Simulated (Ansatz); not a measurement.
Consider the formal exchange of groups at a Ge–Br bond: `[CH3][Ge]([CH3])([CH3])[Br]` + CH₄ → `[CH3][Ge]([CH3])([CH3])[CH3]` + HBr.

Program: Ansatz. Geometries: PBE0-D4/def2-TZVP. ΔE: electronic, gas phase. CCSD(T)/CBS adds triple-zeta CCSD(T) − MP2 to the extrapolated MP2 energy (def2 sets, frozen cores). This one scheme is used for every species. DFT in def2-TZVPP. B3LYP here is the variant with VWN-RPA as its local correlation; programs differ in this. For Br, Ge outer-core shells are correlated without core-valence functions, which leaves a few kJ/mol of doubt a bond. Scalar relativity is left out up to krypton.

```tsv
level	ΔE (kJ/mol)	difference from CCSD(T)/CBS
LDA (SPW92)	116.1	-7.0
PBE-D4	123.0	-0.1
BLYP-D4	125.5	2.4
B97M-V	128.4	5.3
r2SCANh-D4	128.5	5.4
r2SCAN0-D4	129.3	6.2
ωB97M-V	124.5	1.4
PBE-QIDH	126.4	3.3
r2SCAN	128.4	5.3
B3LYP	127.3	4.2
RPA@PBE/def2-TZVPP	112.0	-11.1
MP2/def2-TZVPP	123.4	0.3
CCSD/def2-TZVPP	118.9	-4.2
CCSD(T)/def2-TZVPP	118.0	-5.1
HF/def2-QZVPP	138.8	15.7
CCSD/CBS(def2)	124.0	0.9
CCSD(T)/CBS	123.1	0
```

Largest T1 diagnostic among the species: 0.009.

From BLYP to BHLYP (50 % exact exchange), in def2-TZVPP and without D4, ΔE moves by +5.8 kJ/mol. In def2-TZVPP, CCSD(T) changes the Hartree–Fock value by −21.1 kJ/mol (the triples alone add −0.9 kJ/mol) and MP2 by −15.7 kJ/mol. At CCSD(T), def2-SVP lies −4.9 kJ/mol from the extrapolated value and def2-TZVPP −5.1 kJ/mol.
